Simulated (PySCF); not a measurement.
CaCl, doublet, geometry from GFN2-xTB (such geometries of metal compounds can be far from the true shape) (the spin is typed, not shown lowest); PySCF with DF-PBE0/pc-1.

The PySCF input:
```python
from pyscf import gto, scf, dft

mol = gto.M(
    atom='''
Ca   -0.00000000   -0.00000000   -1.08674836
Cl    0.00000000    0.00000000    1.27852748
''',
    basis='pc-1',
    spin=1,
    verbose=5,
)

mf = dft.UKS(mol)
mf.xc = 'pbe0'
mf = mf.density_fit(auxbasis='def2-universal-jkfit')
mf.kernel()
```

Output, abridged:

```
PySCF version 2.14.0

[INPUT] verbose = 5
[INPUT] max_memory = 4000
[INPUT] num. atoms = 2
[INPUT] num. electrons = 37
[INPUT] charge = 0
[INPUT] spin (= nelec alpha-beta = 2S) = 1
[INPUT] symmetry False subgroup None
[INPUT] Mole.unit = angstrom
[INPUT] Symbol           X                Y                Z      unit          X                Y                Z       unit  Magmom
[...]
[INPUT] ---------------- BASIS SET ----------------
[INPUT] l, kappa, [nprim/nctr], expnt,             c_1 c_2 ...
[INPUT] Ca
[...]
                                6223.7            0.01299 -0.002391 0.00079499 -0.00033312    0
                                1416.6            0.064592 -0.012347 0.0041131 -0.0017229    0
                                400.21            0.22782 -0.04597 0.015446 -0.006482    0
                                129.15             0.5 -0.12839 0.044066 -0.018517    0
                                44.746            0.46257 -0.1684 0.061503 -0.026095    0
                                10.731            0.05892 0.28768 -0.13873 0.06086    0
                                4.3008            -0.019683  0.5 -0.35027 0.1621    0
                                1.1146            0.007832 0.066735 0.30259 -0.17623    0
                                0.46686           -0.0040583 -0.018181  0.5 -0.44276    0
                                0.082168          0.0012566 0.0045534 0.040126  0.5    0
                                0.033961             0    0    0    0    1
[...]
                                155.19            0.039099 -0.0099803    0
                                49.188            0.16535 -0.043937    0
                                17.938            0.4063 -0.11319    0
                                6.9445             0.5 -0.14772    0
                                2.7124            0.19332 0.076959    0
                                0.99393           0.0024805  0.5    0
                                0.33393           0.0012938 0.33874    0
                                0.0668               0    0    1
[...]
                                1.871             0.29372    0
                                0.5                0.5    0
                                0.113                0    1
[INPUT] Cl
[...]
                                9521.3            0.0044792 -1.9824e-05    0    0
                                2167.4            0.023 -4.7199e-05 9.0584e-06    0
[...]
 -3.02877394e-01 -3.02877394e-01 -7.79809817e-02 -5.23998403e-03
 -5.23996206e-03 -4.58918133e-03 -1.67845578e-03 -1.67845578e-03
  2.87475678e-02  2.87475678e-02  1.01464576e-01  1.63376857e-01
  3.31296959e-01  3.31297213e-01  3.45764778e-01  3.51602560e-01
  3.51602560e-01  6.02303965e-01  6.02303965e-01  6.11924853e-01
  7.91144379e-01  7.91145082e-01  8.02963534e-01  8.37903329e-01
  8.37903329e-01  1.08203620e+00]
multiplicity <S^2> = 0.75022926  2S+1 = 2.0002292
nelec by numeric integration = [18.99999925 17.99999924]
E1 = -1716.0845319377117  E2 = 502.5327458645795  Ecoul = 566.628654097967  Exc = -64.09590823338748
cycle= 10 E= -1137.4844417617  delta_E= -3.44e-10  |g|= 1.1e-06  |ddm|= 7.87e-05
  alpha mo_energy =
[-1.45549213e+02 -1.01617252e+02 -1.54977602e+01 -1.26007852e+01
 -1.26007852e+01 -1.25988375e+01 -9.46138374e+00 -7.19037151e+00
 -7.18922109e+00 -7.18922109e+00 -1.84473047e+00 -1.11121705e+00
 -1.10899570e+00 -1.10899570e+00 -7.70594233e-01 -3.24360340e-01
 -3.03121240e-01 -3.03121240e-01 -1.61983287e-01 -3.54356395e-02
 -3.54356395e-02 -2.73242730e-02 -2.08412646e-02 -2.08411719e-02
  1.57779615e-02  1.57779615e-02  8.36546115e-02  1.44854253e-01
  3.14560763e-01  3.14560889e-01  3.26729562e-01  3.37614396e-01
  3.37614396e-01  6.01078917e-01  6.01078917e-01  6.08408672e-01
  7.91056132e-01  7.91056805e-01  8.01400281e-01  8.35892407e-01
  8.35892407e-01  1.07837121e+00]
  beta  mo_energy =
[-1.45548102e+02 -1.01617117e+02 -1.54961735e+01 -1.25998032e+01
 -1.25998032e+01 -1.25973311e+01 -9.46122882e+00 -7.18991911e+00
 -7.18919169e+00 -7.18919169e+00 -1.83944630e+00 -1.10499508e+00
 -1.10499508e+00 -1.10465791e+00 -7.69712626e-01 -3.22207195e-01
 -3.02877186e-01 -3.02877186e-01 -7.79812296e-02 -5.24052540e-03
 -5.24050344e-03 -4.58966457e-03 -1.67886976e-03 -1.67886976e-03
  2.87473146e-02  2.87473146e-02  1.01464375e-01  1.63376645e-01
  3.31296551e-01  3.31296805e-01  3.45764445e-01  3.51602168e-01
  3.51602168e-01  6.02304254e-01  6.02304254e-01  6.11925174e-01
  7.91144681e-01  7.91145385e-01  8.02963936e-01  8.37903658e-01
  8.37903658e-01  1.08203636e+00]
multiplicity <S^2> = 0.75022926  2S+1 = 2.0002292
nelec by numeric integration = [18.99999925 17.99999924]
E1 = -1716.084526849908  E2 = 502.5327407767763  Ecoul = 566.6286484895162  Exc = -64.09590771273992
Extra cycle  E= -1137.4844417617  delta_E= 6.82e-13  |g|= 7.25e-07  |ddm|= 3.21e-06
converged SCF energy = -1137.4844417617  <S^2> = 0.75022926  2S+1 = 2.0002292
```
